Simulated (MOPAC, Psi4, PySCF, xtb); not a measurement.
Intermolecular potential of H2O ··· HBr (SMILES O and Br). Monomers: optimised at B3LYP-D3(BJ) (def2-TZVP), held rigid. Orientation: a higher rigid-body minimum at GFN2-xTB. Only R, the distance of the centres of mass, is varied, so the lowest point isn't the relaxed dimer.

Geometry at R = 3.40 Å (first 3 atoms: monomer A):
```
5

O     -0.0006     0.3896     0.0000
H     -0.7647    -0.1959     0.0000
H      0.7653    -0.1937     0.0000
Br     3.0495     1.6418    -0.7721
H      1.6354     1.7591    -0.6421
```

RKS-B3LYP/LANL2DZ = PySCF 2.14.0 with restricted B3LYP/LANL2DZ, with its core potentials past Ne, no counterpoise correction; GFN1-xTB (xtb); PM6, restricted, heats of formation (MOPAC); wB97X-V/def2-TZVP, counterpoise-corrected (Psi4).

Interaction energies in kJ/mol:

```
R / Å  RKS-B3LYP/LANL2DZ  GFN1-xTB     PM6
-----  -----------------  --------  ------
2.77                9.73     28.82    6.40
3.01              -10.53      2.00  -13.06
3.18              -15.15     -5.42  -15.81
3.40              -15.76     -8.31  -14.07
3.57              -14.42     -8.15  -11.81
3.80              -11.89     -6.80   -9.07
4.08               -8.95     -4.99   -6.60
4.40               -6.38     -3.47   -4.72
4.91               -3.90     -2.13   -3.00
5.57               -2.38     -1.27   -1.87
6.64               -1.28     -0.63   -1.00
7.92               -0.70     -0.32   -0.54
```

Problem. Predict the corresponding wB97X-V/def2-TZVP column.

Solution. 2.77: 17.73; 3.01: -5.50; 3.18: -11.69; 3.40: -13.73; 3.57: -13.13; 3.80: -11.24; 4.08: -8.69; 4.40: -6.28; 4.91: -3.79; 5.57: -2.16; 6.64: -1.05; 7.92: -0.54 (kJ/mol).
